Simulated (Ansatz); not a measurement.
Reactions of H6MgO2Si2 (`[SiH3][O][Mg][O][SiH3]`).

Calculated with Ansatz (gas phase, PBE0-D4/def2-TZVP geometries, no zero-point term in ΔE). CCSD(T)/CBS adds triple-zeta CCSD(T) − MP2 to the extrapolated MP2 energy (def2 sets, frozen cores). This one scheme is used for every species. Functionals use def2-TZVPP. For Mg outer-core shells are correlated without core-valence functions, which leaves a few kJ/mol of doubt a bond. Each species was taken in one conformer, which may not be the lowest.

```
                                                                             reaction  B97M-V (kJ/mol)  HF/CBS(def2) (kJ/mol)  ωB97M-V (kJ/mol)  CCSD(T)/CBS(def2) (kJ/mol)
                     `[SiH3][O][Mg][O][SiH3]` + PH₃ → `[SiH3]P` + `[OH][Mg][O][SiH3]`              101                    129               100                         105
                   `[SiH3][O][Mg][O][SiH3]` + CH₃OH → `C[O][Mg][O][SiH3]` + `O[SiH3]`               38                     41                36                          41
`[SiH3][O][Mg][O][SiH3]` + `C[S][Mg][OH]` → `C[S][Mg][O][SiH3]` + `[OH][Mg][O][SiH3]`               -1                      0                -1                           1
                            `[SiH3][O][Mg][O][SiH3]` → `[OH][Mg][O][SiH3]` + `[SiH2]`              355                    362               349                         360
                     `[SiH3][O][Mg][O][SiH3]` + H₂O → `[OH][Mg][O][SiH3]` + `O[SiH3]`               37                     40                33                          43
                     `[SiH3][O][Mg][O][SiH3]` + H₂S → `[SiH3][O][Mg][SH]` + `O[SiH3]`               19                     25                19                          27
                     `[SiH3][O][Mg][O][SiH3]` + HCl → `[SiH3][O][Mg][Cl]` + `O[SiH3]`              -48                    -55               -49                         -38
```

Largest T1 diagnostic: 0.014, for `[SiH2]`.
